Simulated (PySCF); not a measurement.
# What a mistake does to a calculation on AlBH3

All numbers below are calculated, not measured. They come from PySCF 2.14.0, an open-source quantum chemistry program, on an isolated molecule that a program drew, which may never have been made. The molecule is AlBH3 (charge 0, doublet), drawn as the SMILES string `[BH2][AlH]`.

Each row is a Hartree-Fock (HF) and frozen-core CCSD(T) single point in the cc-pV(D+d)Z basis, meant for a local HF minimum. Run 1 is clean. Each other run has one planted mistake out of seven kinds, and not every kind appears here: one electron removed, one electron added, multiplicity raised by two, geometry at a saddle point, minimal basis STO-3G, one bond length entered in bohr, all coordinates scaled. The reference is restricted for singlets and unrestricted otherwise, and also for a bond in bohr. Adding or removing an electron swaps singlet and doublet. Electrons count all cores. HOMO and LUMO are orbital energies over both spins, the gradient is its largest component, and the lowest frequency (negative if imaginary) is given only where the gradient is small. Bond lengths are over the 4 bonds as drawn. T1 is the CCSD diagnostic: over 0.02 (restricted) or 0.045 (unrestricted) a single reference is doubtful.

Geometry of the clean run:
```xyz
5
AlBH3, angstrom
B    -0.8330   -1.2906    2.6810
Al   -0.4471   -0.3787    0.7969
H    -0.4109   -0.8188    3.7046
H    -1.5915   -2.2192    2.7845
H     0.7411   -0.7220   -0.2052
```

| run | electrons | basis functions | <S^2> | HOMO (eV) | LUMO (eV) | gradient (hartree/bohr) | lowest frequency (cm^-1) | mean bond (Å) | longest bond (Å) | T1 | HF (hartree) | CCSD(T) (hartree) | mistake |
|---|---|---|---|---|---|---|---|---|---|---|---|---|---|
| 1 | 21 | 52 | 0.801 | -7.66 | 0.80 | 2.1e-05 | 312 | 1.5318 | 2.128 | 0.0314 | -268.27037 | -268.44142 | no fault |
| 2 | 22 | 52 | 0.000 | -0.33 | 6.27 | 2.2e-02 | - | 1.5318 | 2.128 | 0.0413 | -268.25636 | -268.46863 | one electron added |
| 3 | 21 | 52 | 3.775 | -6.97 | -1.15 | 4.6e-02 | - | 1.5318 | 2.128 | 0.0228 | -268.16524 | -268.32157 | multiplicity raised by two |
| 4 | 21 | 17 | 0.792 | -3.99 | 7.46 | 2.9e-02 | - | 1.5318 | 2.128 | 0.0351 | -265.00805 | -265.09277 | ? |

**Which mistake was planted in run 4, and what did it cost?**

It has 17 basis functions where the clean run has 52, with the same electrons and geometry. So the mistake is: minimal basis STO-3G. Subtracting run 1 and multiplying by 627.51 kcal/mol a hartree, the energy moved by 2047.1 kcal/mol in HF and 2101.3 kcal/mol in CCSD(T).

Cautions from the logs. Run 2: T1 is over the limit, so its CCSD(T) energy is less reliable.
